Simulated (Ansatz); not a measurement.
Reaction (ligand exchange at the Si–N bond): `BN[SiH2]F` + `BCS` → `BCS[SiH2]F` + `BN`

Isolated molecules relaxed with PBE0-D4/def2-TZVP in Ansatz; ΔE leaves out vibrations. CCSD(T)/CBS adds triple-zeta CCSD(T) − MP2 to the extrapolated MP2 energy (def2 sets, frozen cores). This one scheme is used for every species. Functionals use def2-TZVPP. B3LYP here is the variant with VWN-RPA as its local correlation; programs differ in this. Each species was taken in one conformer, which may not be the lowest.

```
             level  ΔE (kJ/mol)
          B3LYP-D4        -13.1
CCSD(T)/def2-TZVPP         -7.5
     HF/def2-QZVPP          3.1
    CCSD/CBS(def2)         -7.4
```

Q: What does CCSD(T)/CBS give? (Best estimate.)

A: Ansatz gave: -10.1 kJ/mol. The listed levels differ from it by -3.0, 2.6, 13.2, 2.7 kJ/mol.

Largest T1 diagnostic among the species: 0.012.

From PBE to PBE0 (25 % exact exchange), in def2-TZVPP and without D4, ΔE moves by +4.4 kJ/mol. In def2-TZVPP, CCSD(T) changes the Hartree–Fock value by −9.4 kJ/mol (the triples alone add −2.6 kJ/mol) and MP2 by −12.2 kJ/mol.
